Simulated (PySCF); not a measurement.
Compound: C₅H₄N₂OS.
Geometry (PBE0-D3(BJ)/def2-SVP, Å), atoms numbered from 1 in this order:
```
atom  x, y, z in Å
C1     2.652   -1.879    0.678
C2     1.990   -0.867    0.565
C3     1.233    0.311    0.438
S4     1.795    1.893    0.792
N5     0.318    2.596    0.380
N6    -0.535    1.726    0.005
C7    -0.089    0.446    0.017
O8    -0.855   -0.570   -0.341
C9    -2.177   -0.272   -0.749
H10    3.233   -2.777    0.774
H11   -2.738    0.223    0.058
H12   -2.641   -1.234   -0.996
H13   -2.180    0.388   -1.630
```

All values: CAM-B3LYP/def2-SVPD (PySCF, non-relativistic), on one gas-phase PBE0-D3(BJ)/def2-SVP geometry that isn't relaxed in the solvent. The solvent is an IEF-PCM continuum (cavity from Bondi-type radii × 1.2), and excitations are vertical TDDFT with non-equilibrium linear response and a frozen core. Only the electrostatic response of the medium enters.

Gas-phase singlets (H = HOMO, L = LUMO):

| state | E (eV) | λ (nm) | f | leading configuration |
| --- | --- | --- | --- | --- |
| S1 | 3.924 | 316 | 0.001 | H-1→L 94% |
| S2 | 4.267 | 291 | 0.166 | H→L 93% |
| S3 | 5.319 | 233 | 0.069 | H-2→L 77% |
| S4 | 5.348 | 232 | 0.000 | H→L+1 67% |
| S5 | 5.389 | 230 | 0.000 | H-3→L 66% |

**Question.** Give the list for dichloromethane (ε = 8.93), n² = 2.03.

**Answer.** 
| state | E (eV) | λ (nm) | f | leading configuration | change by rank (eV) |
| --- | --- | --- | --- | --- | --- |
| S1 | 4.008 | 309 | 0.002 | H-1→L 93% | +0.084 |
| S2 | 4.167 | 298 | 0.224 | H→L 95% | -0.100 |
| S3 | 5.273 | 235 | 0.097 | H-2→L 81% | -0.046 |
| S4 | 5.364 | 231 | 0.000 | H-3→L 67% | +0.016 |
| S5 | 5.401 | 230 | 0.000 | H→L+1 74% | +0.012 |

**Question.** The ground-state energy changes by -0.222 eV from gas to dichloromethane. By how much does the total energy of gas-phase S1 change?

**Answer.** E(S1) = E(S0) + excitation energy, so it changes by -0.222 + 0.084 = -0.138 eV: it is lowered less than the ground state, which is what a blue shift means. This is the vertical state, with the slow part of the continuum still set for S0.

**Question.** How do the frontier levels move from gas to dichloromethane?

**Answer.** 
```csv
orbital,gas (eV),solvent (eV),change (eV),"Löwdin shares, gas","Löwdin shares, solvent"
LUMO+2,1.14,1.19,+0.05,"S4 29 %, C1 24 %, C2 17 %, C3 7 %","S4 29 %, C1 25 %, C2 19 %, C3 8 %"
LUMO+1,0.55,0.56,+0.01,"S4 64 %, N5 10 %, C3 9 %, C2 5 %","S4 65 %, N5 10 %, C3 9 %, C2 5 %"
LUMO,-1.18,-1.24,-0.06,"N5 24 %, S4 21 %, C3 15 %, N6 13 %","N5 25 %, S4 21 %, C3 15 %, N6 14 %"
HOMO,-8.13,-8.16,-0.03,"O8 18 %, C3 17 %, N5 14 %, C1 14 %","O8 18 %, C3 16 %, N5 14 %, C1 14 %"
HOMO-1,-9.04,-9.18,-0.14,"N6 31 %, N5 28 %, S4 11 %, C1 9 %","N6 30 %, N5 26 %, S4 10 %, C1 10 %"
HOMO-2,-9.63,-9.66,-0.03,"S4 37 %, N6 14 %, C1 13 %, C2 13 %","S4 37 %, N6 14 %, C1 14 %, C2 13 %"
HOMO-3,-10.20,-10.24,-0.04,"C2 33 %, C1 32 %, S4 10 %, N6 8 %","C2 32 %, C1 30 %, S4 10 %, N6 9 %"
```

The HOMO–LUMO gap goes from 6.95 to 6.92 eV.
